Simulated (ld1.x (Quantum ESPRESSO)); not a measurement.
**An all-electron radial function and its pseudo partner (Co)**

Columns: radius, all-electron u(r) and pseudo u(r) of the 3p shell (level -65.64 eV) of cobalt in the configuration [Ne] 3s2 3p6 3d7 4s2 4p0; PBE, scalar-relativistic, RRKJ scheme, ld1.x (Quantum ESPRESSO) 7.5.

| r (bohr) | all-electron | pseudo |
| --- | --- | --- |
| 0.115 | 0.6085 | -0.0894 |
| 0.230 | 0.3142 | -0.3271 |
| 0.345 | -0.3567 | -0.6353 |
| 0.460 | -0.8722 | -0.9212 |
| 0.575 | -1.1330 | -1.1128 |
| 0.690 | -1.1934 | -1.1807 |
| 0.805 | -1.1326 | -1.1377 |
| 0.920 | -1.0124 | -1.0227 |
| 1.035 | -0.8717 | -0.8778 |
| 1.150 | -0.7322 | -0.7336 |
| 1.265 | -0.6046 | -0.6046 |
| 1.380 | -0.4933 | -0.4933 |
| 1.495 | -0.3988 | -0.3988 |
| 1.610 | -0.3203 | -0.3203 |
| 1.725 | -0.2560 | -0.2560 |
| 1.840 | -0.2038 | -0.2038 |
| 1.955 | -0.1617 | -0.1617 |
| 2.070 | -0.1280 | -0.1280 |
| 2.185 | -0.1011 | -0.1011 |
| 2.300 | -0.0798 | -0.0798 |
| 2.415 | -0.0628 | -0.0628 |
| 2.530 | -0.0494 | -0.0494 |
| 2.645 | -0.0388 | -0.0388 |
| 2.760 | -0.0305 | -0.0305 |
| 2.875 | -0.0239 | -0.0239 |
| 2.990 | -0.0187 | -0.0187 |

Question: How many radial nodes do the two functions have?

Answer: The all-electron 3p function has n − l − 1 = 1; the pseudo-wave has 0, since the states of the same l below it are removed with the core.

Question: At about which radius was the pseudo-wave matched?

Answer: 1.30 bohr, where the columns begin to agree (steps of 0.12 bohr).

Question: Is the pseudo-wave norm-conserving?

Answer: Yes: the RRKJ scheme keeps the norm inside the radius equal to the all-electron one, which fixes the energy derivative of the logarithmic derivative at the level.
